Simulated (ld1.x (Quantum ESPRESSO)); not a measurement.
# Nb: one change to a TM potential, before and after

niobium (Nb), norm-conserving Troullier–Martins (Kleinman–Bylander form), made with ld1.x (Quantum ESPRESSO) 7.5 (PBEsol, scalar-relativistic). Core [Ar] 3d10 4s2, reference 4p6 4d4 5s1 5p0. Waves: 5s (bound): rc 3.40 bohr; 4d (bound): rc 2.70 bohr; 4p (bound): rc 1.70 bohr. Local part: the p channel. Core correction: none.

Change: wave 4p (bound): rc 1.70 bohr becomes 4p (bound): rc 2.22 bohr.

Cutoffs: the cutoffs (Ry, on a coarse ladder) from which the occupation-weighted sum of valence levels, in a spherical-Bessel basis at the reference potential, stays within 10 and 1 mRy of its value at 400 Ry; they do not see the model core or the augmentation charge, which bear on the density cutoff. Errors are all-electron minus pseudo energies relative to the spin-unpolarised reference configuration.

Task: Predict the effect on cutoff, ghosts and configuration errors.

Result: The potential gets softer (40 Ry and 55 Ry → 25 Ry and 45 Ry); both files keep a bound ghost (s); the number of tests that count goes from 6 to 7; of the 6 tests that both files solve, the error grows in 3 and shrinks in 2 by more than 15 % and 0.3 meV (median size 9.7 → 8.4 meV). A larger radius leaves more room for a smooth pseudo-wave, so fewer plane waves are needed.

| quantity | base | changed |
| --- | --- | --- |
| cutoff, loose | 40 Ry | 25 Ry |
| cutoff, tight | 55 Ry | 45 Ry |
| bound ghosts | s | s |
| tests counted (converged, no solver errors) | 6 of 7 | 7 of 7 |
| error for 4p6 4d4 5s0 5p0, meV [ΔE 6.65 eV] | -7.7 | -7.5 |
| error for 4p6 4d3 5s0 5p0, meV [ΔE 20.68 eV] | +5.5 | +9.3 |
| error for 4p6 4d2 5s0 5p0, meV [ΔE 45.38 eV] | +67 | +84 |
| error for 4p6 4d3 5s1 5p1, meV [ΔE 2.81 eV] | +53 | +118 |
| error for 4p6 4d4.5 5s0.5 5p0, meV [ΔE 0.57 eV] | -3.0 | -2.5 |
| error for 4p6 4d3 5s2 5p0, meV [ΔE -0.53 eV] | -12 | -7.5 |
| s: phases at 3.69 bohr within 0.05 rad from the reference energy up to (Ry; the scan ends near 5) | 1.6 | n/a |
| p: phases at 3.69 bohr within 0.05 rad from the reference energy up to (Ry; the scan ends near 5) | 0.0 | -0.2 |
| d: phases at 3.69 bohr within 0.05 rad from the reference energy up to (Ry; the scan ends near 5) | 4.0 | 4.2 |

Base: Tests not counted: 4p6 4d3 5s1 5p0 (pseudo-atom not self-consistent, printed error +0.1 meV). ld1.x printed “convergence not achieved” for 3 of the counted tests; their residual had stalled under 1e-8, short of the target of 1e-14. Changed file: ld1.x printed “convergence not achieved” for 4 of the counted tests; their residual had stalled under 1e-8, short of the target of 1e-14. A true bound ghost makes a file unfit for plane-wave use even where its test errors are small: the radial tests pick states by their node count and pass the ghost by.
